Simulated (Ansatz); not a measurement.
Ansatz (a first-principles code) job for GaHI₂, SMILES [I][GaH][I], PBE-D3(BJ)/def2-SVP. 

Ansatz 0.2 input:
```yaml
crystal:
  periodic: [false, false, false]
  atoms:
    - {symbol: Ga, position_ang: [-0.00000000, 0.00000001, -0.93746704]}
    - {symbol: H, position_ang: [0.00000000, -0.00000000, -2.47881154]}
    - {symbol: I, position_ang: [0.00000000, -2.16973199, 0.29754990]}
    - {symbol: I, position_ang: [0.00000000, 2.16973199, 0.29754990]}
basis:
  gaussian:
    orbitals: def2-SVP
hamiltonian:
  xc: pbe
  dispersion: d3bj
relax: {f_tol: 0.002, max_steps: 200}
```

Program output:

```
WARN ansatz: RAYON_NUM_THREADS=1 ignored (pool sized by the plan → 1); use --threads N
Functional definition: PBE
integrals: 0.04 GiB planned
1045 factors; their error is unknown
mean field: 0.22 GiB planned
mean field evaluation 1: about -68582.0512 eV, gradient 3.0e1 eV
mean field evaluation 2: about -68580.7433 eV, gradient 4.4e1 eV
mean field evaluation 4: about -68583.2727 eV, gradient 1.7e0 eV
mean field evaluation 8: about -68583.2609 eV, gradient 1.4e-2 eV
mean field -68583.26087525 eV, -2520.3883497616 hartree, gradient 1.4e-5 eV, S^2 0.000000; 0 other end points of the search recorded, 0 dependent functions left out
the calculation of the forces begins
reference -68583.26090675 eV, -2520.3883509192 hartree; 41, 41 occupied and 48, 48 virtual orbitals, 1045 factors
relax step   1: F+E_penalty+E_count = -68583.37170041 eV  Δ(F+E_penalty+E_count) = +0.000e0 eV  max|allowed force component| = 4.020e-1 eV/Å  Δτ_max = 0.0000 Å  (26 SCF iters, accepted)
these checks for a lower state are left out or cut short: starts, cluster_reference, orbital_swaps, neighbouring_geometries, increment
integrals: 0.04 GiB planned
1045 factors; their error is unknown
mean field: 0.22 GiB planned
mean field evaluation 16: about -68583.2826 eV, gradient 2.5e0 eV
mean field -68583.26935023 eV, -2520.3886612113 hartree, gradient 4.9e-5 eV, S^2 0.000000; 0 other end points of the search recorded, 0 dependent functions left out
the calculation of the forces begins
reference -68583.26938184 eV, -2520.3886623730 hartree; 41, 41 occupied and 48, 48 virtual orbitals, 1045 factors
relax step   2: F+E_penalty+E_count = -68583.38116364 eV  Δ(F+E_penalty+E_count) = -9.463e-3 eV  max|allowed force component| = 1.181e-1 eV/Å  Δτ_max = 0.0623 Å  (24 SCF iters, accepted)
these checks for a lower state are left out or cut short: starts, cluster_reference, orbital_swaps, neighbouring_geometries, increment
integrals: 0.04 GiB planned
1045 factors; their error is unknown
mean field: 0.22 GiB planned
mean field -68583.27018395 eV, -2520.3886918499 hartree, gradient 3.0e-5 eV, S^2 0.000000; 0 other end points of the search recorded, 0 dependent functions left out
the calculation of the forces begins
reference -68583.27021556 eV, -2520.3886930115 hartree; 41, 41 occupied and 48, 48 virtual orbitals, 1045 factors
relax step   3: F+E_penalty+E_count = -68583.38174002 eV  Δ(F+E_penalty+E_count) = -5.764e-4 eV  max|allowed force component| = 1.063e-2 eV/Å  Δτ_max = 0.0112 Å  (24 SCF iters, accepted)
these checks for a lower state are left out or cut short: starts, cluster_reference, orbital_swaps, neighbouring_geometries, increment
integrals: 0.04 GiB planned
1045 factors; their error is unknown
mean field: 0.22 GiB planned
mean field evaluation 32: about -68583.2702 eV, gradient 1.5e-5 eV
mean field -68583.27022297 eV, -2520.3886932838 hartree, gradient 1.5e-5 eV, S^2 0.000000; 0 other end points of the search recorded, 0 dependent functions left out
the calculation of the forces begins
reference -68583.27025458 eV, -2520.3886944454 hartree; 41, 41 occupied and 48, 48 virtual orbitals, 1045 factors
relax step   4: F+E_penalty+E_count = -68583.38174510 eV  Δ(F+E_penalty+E_count) = -5.081e-6 eV  max|allowed force component| = 9.532e-4 eV/Å  Δτ_max = 0.0007 Å  (19 SCF iters, accepted)
integrals: 0.04 GiB planned
1045 factors; their error is unknown
mean field: 0.22 GiB planned
mean field -68583.27022297 eV, -2520.3886932838 hartree, gradient 1.5e-5 eV, S^2 0.000000; 1 other end points of the search recorded, 0 dependent functions left out
the calculation of the forces begins
reference -68583.27025458 eV, -2520.3886944454 hartree; 41, 41 occupied and 48, 48 virtual orbitals, 1045 factors
Total energy: -68583.38177671 eV, -2520.3927928083 hartree
Atom 0 at     0.000000     0.000000    -0.962538 Å, force     0.000000     0.000000     0.000953 eV/Å
Atom 1 at    -0.000000     0.000000    -2.530168 Å, force    -0.000000     0.000000    -0.000010 eV/Å
Atom 2 at    -0.000000    -2.136674     0.335764 Å, force    -0.000000     0.000950    -0.000471 eV/Å
Atom 3 at    -0.000000     2.136674     0.335764 Å, force    -0.000000    -0.000950    -0.000471 eV/Å
Dipole moment:     0.000000    -0.000000    -0.185733 e Å
```

The calculation finished and met its thresholds.
